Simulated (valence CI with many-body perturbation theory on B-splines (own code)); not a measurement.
# Energy levels of Nb28+

Computed by relativistic CI+MBPT: three valence electrons over a frozen Dirac-Fock core [Ne], radial functions for each j: 11 s, 11 p, 9 d, 7 f, 5 g, 2 h, 1 i, with the one-electron correlation potential Σ1, the two-electron term Σ2, the three-electron term Σ3, Breit, model QED; selected CI, second order for the rest (own B-spline code, finite nucleus).

No measured spectrum was set against this ion. As an estimate, large intervals hold to a few tenths of a per cent, small ones and those within an open d or f shell to about a per cent.

Levels 1 to 45 of 69, with energies above the lowest level, 3s2 3p 2P°_1/2. "Leading %" is the weight of the configuration and term that name the level; weights of strongly mixed levels are sums over their largest components and can fall short. Lifetimes count E1, E2, E3, M1 and M2 decay at the calculated energies, and are blank where another channel may lead or the interval is too uncertain; long ones can be off by a factor of two.

```tsv
No.	Configuration	Term	J	E (cm⁻¹)	Leading %	Lifetime	Second component
1	3s2 3p	2P°	1/2	0	98		
2	3s2 3p	2P°	3/2	181970	98	18.4 μs	
3	3s 3p2	4P	1/2	517940	84	459 ps	13 % 3s 3p2 2S
4	3s 3p2	4P	3/2	629830	96	4.15 ns	
5	3s 3p2	4P	5/2	682270	67	650 ps	30 % 3s 3p2 2D
6	3s 3p2	2D	3/2	772650	76	50.2 ps	12 % 3s2 3d 2D
7	3s 3p2	2P	1/2	848120	68	9.61 ps	20 % 3s 3p2 2S
8	3s 3p2	2D	5/2	855280	55	251 ps	32 % 3s 3p2 4P
9	3s 3p2	2P	3/2	1023800	63	7.11 ps	34 % 3s2 3d 2D
10	3s 3p2	2S	1/2	1030800	66	12.8 ps	28 % 3s 3p2 2P
11	3s2 3d	2D	3/2	1090800	52	7.13 ps	24 % 3s 3p2 2P
12	3s2 3d	2D	5/2	1105300	84	10.7 ps	13 % 3s 3p2 2D
13	3p3	2D°	3/2	1339300	32	23.9 ps	28 % 3p3 2P°
14	3s 3p 3d	4F°	3/2	1434200	73	52.6 ps	12 % 3p3 4S°
15	3p3	2D°	5/2	1437600	41	159 ps	36 % 3s 3p 3d 2D°
16	3p3	4S°	3/2	1469400	48	14.0 ps	21 % 3p3 2D°
17	3s 3p 3d	4F°	5/2	1483500	70	68.6 ps	16 % 3p3 2D°
18	3s 3p 3d	4F°	7/2	1530900	81	89.3 ps	13 % 3s 3p 3d 4D°
19	3s 3p 3d	4D°	3/2	1556100	56	10.3 ps	30 % 3s 3p 3d 4P°
20	3s 3p 3d	4P°	5/2	1556500	53	14.4 ps	26 % 3s 3p 3d 4D°
21	3s 3p 3d	4D°	1/2	1559000	80	8.79 ps	9 % 3s 3p 3d 2P°
22	3p3	2P°	1/2	1582100	81	13.6 ps	16 % 3s 3p 3d 2P°
23	3s 3p 3d	4F°	9/2	1642500	100	32.3 μs	
24	3s 3p 3d	2F°	5/2	1652700	76	16.1 ps	12 % 3p3 2D°
25	3s 3p 3d	2D°	3/2	1664500	36	11.1 ps	26 % 3p3 2P°
26	3s 3p 3d	4D°	5/2	1685900	62	9.72 ps	16 % 3s 3p 3d 4P°
27	3s 3p 3d	4D°	7/2	1686500	80	11.3 ps	16 % 3s 3p 3d 4F°
28	3s 3p 3d	4P°	1/2	1689200	90	12.3 ps	9 % 3s 3p 3d 4D°
29	3s 3p 3d	2P°	3/2	1693300	41	9.61 ps	30 % 3p3 2D°
30	3s 3p 3d	4P°	3/2	1695300	62	13.1 ps	25 % 3s 3p 3d 4D°
31	3s 3p 3d	2D°	5/2	1743400	55	12.8 ps	26 % 3s 3p 3d 4P°
32	3s 3p 3d	2F°	7/2	1812000	98	15.2 ps	
33	3s 3p 3d	2D°	3/2	1812500	51	5.73 ps	25 % 3s 3p 3d 2P°
34	3s 3p 3d	2F°	7/2	1888200	91	8.06 ps	6 % 3s 3p 3d 4D°
35	3s 3p 3d	2F°	5/2	1892100	85	5.85 ps	9 % 3s 3p 3d 2D°
36	3s 3p 3d	2P°	1/2	1895200	89	8.28 ps	7 % 3s 3p 3d 4D°
37	3s 3p 3d	2P°	1/2	1926500	84	5.10 ps	14 % 3p3 2P°
38	3s 3p 3d	2P°	3/2	1949600	78	6.26 ps	14 % 3s 3p 3d 2D°
39	3s 3p 3d	2D°	5/2	1957300	72	5.03 ps	12 % 3s 3p 3d 2F°
40	3s 3p 3d	2P°	3/2	1968200	28	4.52 ps	18 % 3s 3p 3d 2D°
41	3p2 3d	4F	3/2	2123900	57	20.8 ps	16 % 3p2 3d 2D
42	3p2 3d	4F	5/2	2181500	37	20.7 ps	26 % 3p2 3d 4D
43	3p2 3d	2F	5/2	2223000	59	28.9 ps	32 % 3p2 3d 4F
44	3p2 3d	2P	3/2	2256200	44	13.6 ps	29 % 3p2 3d 4F
45	3p2 3d	2F	7/2	2256400	50	26.4 ps	20 % 3p2 3d 4F
```

Names give the largest LS component (configuration and term), which can be under half, so a name can repeat, a term be missing and a line seem to break the LS rules; names also repeat where a configuration has a term twice.

Where two levels of one J and parity lie close, their mixing, g and order are uncertain.

The ionisation energy to 3s2 1S_0 of the next ion comes out as 1501.5 eV (NIST: 1488 ± 7 eV (semi-empirical)). All 69 levels together are meant to be complete up to 2589200 cm⁻¹.
